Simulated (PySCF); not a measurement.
## Broadened absorption spectrum of C4H9B

Compound: C4H9B.
Geometry (PBE0-D3(BJ)/def2-SVP, Å), atoms numbered from 1 in this order:
```
atom  x, y, z in Å
B1     1.742   -1.057   -0.277
C2     0.388   -0.320   -0.434
C3     0.165    1.164   -0.038
C4    -1.287    0.808    0.334
C5    -0.903   -0.684    0.341
H6     2.785   -0.475   -0.487
H7     1.784   -2.236    0.003
H8     0.203   -0.430   -1.528
H9     0.763    1.447    0.843
H10    0.323    1.928   -0.814
H11   -1.982    1.041   -0.488
H12   -1.695    1.235    1.263
H13   -0.679   -1.051    1.356
H14   -1.599   -1.394   -0.129
```

Method used: TDDFT wB97X-D/def2-SVPD, vertical, gas phase, core orbitals frozen in the response in PySCF 2.14.0, density-fitted response routines.

Computed states:

```
state  E (eV)       f
   S1    5.56  0.0017
   S2    5.75  0.0010
   S3    7.09   0.040
   S4    7.15  0.0035
   S5    8.22  0.0077
   S6    8.51   0.074
```

Each state is given a Gaussian of 0.3 eV full width at half maximum, with ε(max) = 2.175×10⁸ f / Δν̃ (Δν̃ the width in cm⁻¹). The width is an assumption, not a result. The curve ends short of the highest state used, and states not computed would add to its high-energy end.

Q: What does the envelope look like, and where are its maxima?

A: 
| λ (nm) | ε (L mol⁻¹ cm⁻¹) |
| --- | --- |
| 156.7 | 38 |
| 159.7 | 1 |
| 162.7 | 1 |
| 165.6 | 41 |
| 168.6 | 539 |
| 171.6 | 2385 |
| 174.5 | 3892 |
| 177.5 | 2649 |
| 180.4 | 834 |
| 183.4 | 121 |
| 186.4 | 9 |
| 189.3 | 0 |
| 192.3 | 0 |
| 195.3 | 0 |
| 198.2 | 0 |
| 201.2 | 1 |
| 204.2 | 4 |
| 207.1 | 17 |
| 210.1 | 50 |
| 213.1 | 99 |
| 216.0 | 145 |
| 219.0 | 179 |
| 222.0 | 185 |
| 224.9 | 156 |
| 227.9 | 102 |
| 230.9 | 51 |
| 233.8 | 20 |
| 236.8 | 6 |
| 239.8 | 1 |
| 242.7 | 0 |

Maxima: 221 nm (5.61 eV), ε about 190, made up of S1 (74%) and S2 (26%); 175 nm (7.10 eV), ε about 3900, made up of S3 (93%) (ε in L mol⁻¹ cm⁻¹; maxima over ε = 5, shares over 10%). At its high-energy end, 7.91 eV, the curve is still rising (ε about 37, from S5).

Q: Coming from long wavelengths, where does ε first pass 100 L mol⁻¹ cm⁻¹?

A: At about 228 nm (5.44 eV), 0.12 eV below S1.

Q: What would ε be at 7.10 eV, the highest of these maxima, with half the width (0.15 eV)?

A: About 7640 L mol⁻¹ cm⁻¹ against 3900, a factor of about 1.96; a lone state at its own centre would give exactly 2.

Q: On this curve, what absorbance would a 10⁻⁴ mol/L sample give at 222 nm over a 1 cm path?

A: 222 nm is 5.585 eV, where ε is about 180 L mol⁻¹ cm⁻¹, so A = ε c l ≈ 0.018 (Beer–Lambert, with the gas-phase spectrum and the assumed width).

One conformer stands for the species.
